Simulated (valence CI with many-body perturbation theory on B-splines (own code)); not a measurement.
# Lu31+: E2, M1 decay

Level of theory: valence CI with perturbative core correlation (CI+MBPT): four valence electrons over a frozen Dirac-Fock core [Kr], a basis of 9 s, 9 p, 10 d, 8 f, 5 g, 3 h, 1 i functions for each j, with the one-electron correlation potential Σ1 (screened to all orders), the two-electron term Σ2, the three-electron term Σ3, Breit, model QED; selected single and double excitations, second order for the rest (own B-spline code, finite nucleus).

No measured spectrum was set against this ion. As an estimate, large intervals hold to a few tenths of a per cent, small ones and those within an open d or f shell to about a per cent. Only levels of the ground parity were solved; by the run's estimate the other parity begins above the list, which can be wrong where configurations are misplaced.

Lines 1 to 50 of 119 in falling wavelength, among levels below 74.787 eV, chosen from the decays that carry over 1 % of a level's rate. Wavelengths and rates use the calculated energies. Electric multipoles are in the length gauge, E1 and E2 with the static RPA response of the core. S is in atomic units (e²a₀⁴ for E2 and M2, e²a₀⁶ for E3), for M1 in squared Bohr magnetons. Weak lines are less certain than strong ones. Lines between different terms over intervals too small for the method are left out, as are lines whose strength nearly cancels. The highest levels of a list are the least certain.

Levels are named by their leading jj configuration (3d3/2^4 stands for four electrons in 3d with j = 3/2), which in mixed levels can hold well under half, so a name can repeat and another be missing. Letters in brackets count levels of one name in rising energy.

```csv
λ vac (Å),Upper,Lower,Type,A (s⁻¹),S (a.u.)
9848,(4d3/2^2 4d5/2^2) J=6,(4d3/2^2 4d5/2^2) J=5,M1,8.33e+00,3.83e+00
9502,(4d3/2^3 4d5/2) J=3,(4d3/2^3 4d5/2) J=4,M1,1.24e+01,2.77e+00
8669,(4d3/2^3 4d5/2) J=3,(4d3/2^3 4d5/2) J=2,M1,2.78e+01,4.71e+00
2823,(4d3/2^2 4d5/2^2) J=1,(4d3/2^2 4d5/2^2) J=0 [a],M1,5.83e+02,1.46e+00
2777,(4d3/2^3 4d5/2) J=2,(4d3/2^3 4d5/2) J=1,M1,1.12e+03,4.46e+00
2738,(4d3/2^2 4d5/2^2) J=4 [b],(4d3/2^2 4d5/2^2) J=3 [a],M1,3.80e+02,2.60e+00
2434,(4d3/2^2 4d5/2^2) J=4 [b],(4d3/2^2 4d5/2^2) J=4 [a],M1,6.41e+01,3.08e-01
2398,(4d3/2^2 4d5/2^2) J=2 [d],(4d3/2^2 4d5/2^2) J=2 [c],M1,5.35e+02,1.37e+00
2273,(4d3/2 4d5/2^3) J=3 [c],(4d3/2 4d5/2^3) J=2 [a],M1,6.01e+02,1.83e+00
2206,(4d3/2 4d5/2^3) J=3 [b],(4d3/2 4d5/2^3) J=3 [a],M1,4.60e+02,1.28e+00
2186,(4d3/2^2 4d5/2^2) J=2 [b],(4d3/2^2 4d5/2^2) J=2 [a],M1,5.90e+02,1.14e+00
2120,(4d3/2^2 4d5/2^2) J=4 [c],(4d3/2^2 4d5/2^2) J=3 [b],M1,3.40e+02,1.08e+00
1757,(4d3/2 4d5/2^3) J=1 [b],(4d3/2 4d5/2^3) J=0,M1,1.23e+03,7.43e-01
1711,(4d3/2 4d5/2^3) J=2 [b],(4d3/2 4d5/2^3) J=2 [a],M1,7.08e+02,6.58e-01
1594,(4d3/2^2 4d5/2^2) J=0 [b],(4d3/2 4d5/2^3) J=1 [a],M1,1.46e+03,2.19e-01
1438,(4d3/2^2 4d5/2^2) J=4 [c],(4d3/2^2 4d5/2^2) J=5,M1,4.15e+02,4.12e-01
1426,(4d3/2 4d5/2^3) J=1 [b],(4d3/2 4d5/2^3) J=1 [a],M1,6.67e+02,2.15e-01
1306,(4d3/2^2 4d5/2^2) J=4 [a],(4d3/2^3 4d5/2) J=3,M1,2.34e+03,1.74e+00
1300,(4d3/2^2 4d5/2^2) J=2 [d],(4d3/2^2 4d5/2^2) J=2 [b],M1,8.11e+02,3.30e-01
1246,(4d3/2^2 4d5/2^2) J=2 [d],(4d3/2^2 4d5/2^2) J=3 [b],M1,4.18e+02,1.50e-01
1241,(4d3/2 4d5/2^3) J=3 [a],(4d3/2^2 4d5/2^2) J=4 [b],M1,1.80e+03,8.92e-01
1235,(4d3/2^2 4d5/2^2) J=2 [c],(4d3/2^2 4d5/2^2) J=2 [a],M1,1.13e+03,3.93e-01
1232,(4d3/2^2 4d5/2^2) J=3 [a],(4d3/2^3 4d5/2) J=3,M1,1.16e+04,5.63e+00
1219,(4d3/2 4d5/2^3) J=2 [a],(4d3/2^2 4d5/2^2) J=2 [c],M1,2.53e+03,8.49e-01
1201,(4d3/2 4d5/2^3) J=3 [c],(4d3/2 4d5/2^3) J=4 [a],M1,1.67e+03,7.50e-01
1196,(4d3/2^2 4d5/2^2) J=4 [c],(4d3/2^2 4d5/2^2) J=3 [a],M1,3.96e+02,2.26e-01
1186,(4d3/2 4d5/2^3) J=3 [c],(4d3/2^2 4d5/2^2) J=2 [d],M1,1.41e+03,6.10e-01
1185,(4d3/2 4d5/2^3) J=2 [b],(4d3/2 4d5/2^3) J=1 [a],M1,8.42e+02,2.60e-01
1183,(4d3/2 4d5/2^3) J=1 [b],(4d3/2^2 4d5/2^2) J=2 [d],M1,7.40e+03,1.36e+00
1153,(4d3/2^2 4d5/2^2) J=2 [a],(4d3/2^3 4d5/2) J=2,M1,7.11e+03,2.02e+00
1148,(4d3/2^2 4d5/2^2) J=4 [a],(4d3/2^3 4d5/2) J=4,M1,1.73e+04,8.75e+00
1144,(4d3/2 4d5/2^3) J=3 [b],(4d3/2^2 4d5/2^2) J=2 [c],M1,5.46e+02,2.12e-01
1134,(4d3/2^2 4d5/2^2) J=4 [c],(4d3/2^2 4d5/2^2) J=4 [a],M1,5.89e+03,2.87e+00
1133,(4d3/2^3 4d5/2) J=1,(4d3/2^4) J=0,M1,1.88e+04,3.05e+00
1095,(4d3/2 4d5/2^3) J=1 [a],(4d3/2^2 4d5/2^2) J=2 [b],M1,3.08e+03,4.50e-01
1079,(4d3/2^2 4d5/2^2) J=3 [a],(4d3/2^3 4d5/2) J=2,M1,9.08e+03,2.96e+00
1060,(4d3/2^2 4d5/2^2) J=2 [d],(4d3/2^2 4d5/2^2) J=1,M1,5.26e+01,1.16e-02
1032,(4d3/2 4d5/2^3) J=5,(4d3/2^2 4d5/2^2) J=4 [b],M1,9.97e+03,4.47e+00
1016,(4d3/2 4d5/2^3) J=2 [b],(4d3/2 4d5/2^3) J=3 [a],M1,2.41e+03,4.70e-01
1012,(4d3/2 4d5/2^3) J=2 [b],(4d3/2^2 4d5/2^2) J=2 [d],M1,1.40e+03,2.69e-01
964.1,(4d3/2 4d5/2^3) J=4 [a],(4d3/2^2 4d5/2^2) J=5,M1,2.20e+03,6.59e-01
945.6,(4d3/2^2 4d5/2^2) J=5,(4d3/2^3 4d5/2) J=4,M1,1.10e+04,3.79e+00
919.6,(4d3/2 4d5/2^3) J=1 [a],(4d3/2^2 4d5/2^2) J=1,M1,1.44e+04,1.24e+00
915.9,(4d3/2 4d5/2^3) J=5,(4d3/2^2 4d5/2^2) J=6,M1,5.63e+03,1.76e+00
882.4,(4d3/2 4d5/2^3) J=6,(4d3/2^2 4d5/2^2) J=6,M1,1.14e+04,3.79e+00
869.3,(4d3/2^2 4d5/2^2) J=1,(4d3/2^3 4d5/2) J=2,M1,2.56e+04,1.87e+00
864.9,(4d3/2^2 4d5/2^2) J=0 [a],(4d3/2^3 4d5/2) J=1,M1,6.25e+04,1.50e+00
862.7,(4d3/2^2 4d5/2^2) J=6,(4d3/2^3 4d5/2) J=4,E2,1.42e+00,7.90e-03
856.7,(4d3/2^2 4d5/2^2) J=2 [d],(4d3/2^2 4d5/2^2) J=3 [a],M1,3.03e+02,3.53e-02
853.9,(4d3/2 4d5/2^3) J=3 [a],(4d3/2^2 4d5/2^2) J=3 [a],M1,2.24e+04,3.63e+00
```
